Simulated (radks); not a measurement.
Values are calculated unless marked as measured or tabulated.
Trend from K2+ to Kr2+: ionisation energy by Delta-SCF between NIST ground configurations, and size. Code: a radial shooting solver on a logarithmic mesh with Libxc functionals. Model: scalar-relativistic Kohn-Sham, PBEsol, spin-polarised, spherical densities, point nucleus; open shells are filled with parallel spins first.

| species | configuration | IE (eV) | NIST (eV) | kind | -e(HOMO) (eV) | r at 0.001 e/bohr^3 (bohr) |
|---|---|---|---|---|---|---|
| K2+ | [Ne] 3s2 3p5 | 45.739 | 45.803 | semi-emp. | 38.506 (3p) | 3.08 |
| Ca2+ | [Ar] | 50.843 | 50.913 | exp. | 42.987 (3p) | 2.98 |
| Sc2+ | [Ar] 3d1 | 25.043 | 24.757 | exp. | 18.255 (3d) | 3.10 |
| Ti2+ | [Ar] 3d2 | 27.538 | 27.492 | exp. | 20.372 (3d) | 3.13 |
| V2+ | [Ar] 3d3 | 29.855 | 29.311 | exp. | 22.318 (3d) | 3.12 |
| Cr2+ | [Ar] 3d4 | 32.038 | 30.96 | exp. | 24.136 (3d) | 3.09 |
| Mn2+ | [Ar] 3d5 | 34.114 | 33.67 | exp. | 25.856 (3d) | 3.04 |
| Fe2+ | [Ar] 3d6 | 31.139 | 30.65 | exp. | 23.199 (3d) | 3.03 |
| Co2+ | [Ar] 3d7 | 33.585 | 33.5 | semi-emp. | 25.259 (3d) | 3.00 |
| Ni2+ | [Ar] 3d8 | 35.896 | 35.19 | exp. | 27.204 (3d) | 2.96 |
| Cu2+ | [Ar] 3d9 | 38.101 | 36.84 | exp. | 29.057 (3d) | 2.92 |
| Zn2+ | [Ar] 3d10 | 40.217 | 39.723 | exp. | 30.836 (3d) | 2.88 |
| Ga2+ | [Ar] 3d10 4s1 | 31.523 | 30.726 | exp. | 26.730 (4s) | 3.28 |
| Ge2+ | [Ar] 3d10 4s2 | 34.332 | 34.058 | exp. | 29.283 (4s) | 3.40 |
| As2+ | [Ar] 3d10 4s2 4p1 | 28.030 | 28.35 | exp. | 23.230 (4p) | 3.55 |
| Se2+ | [Ar] 3d10 4s2 4p2 | 31.675 | 31.70 | exp. | 26.381 (4p) | 3.56 |
| Br2+ | [Ar] 3d10 4s2 4p3 | 35.126 | 34.87 | exp. | 29.426 (4p) | 3.51 |
| Kr2+ | [Ar] 3d10 4s2 4p4 | 35.408 | 35.84 | exp. | 29.827 (4p) | 3.47 |

Reference values: NIST Atomic Spectra Database (exp. = measured, semi-emp. = semi-empirical, theory = theoretical value adopted there). Open shells are spherical and high-spin; term and fine-structure splittings are not resolved.
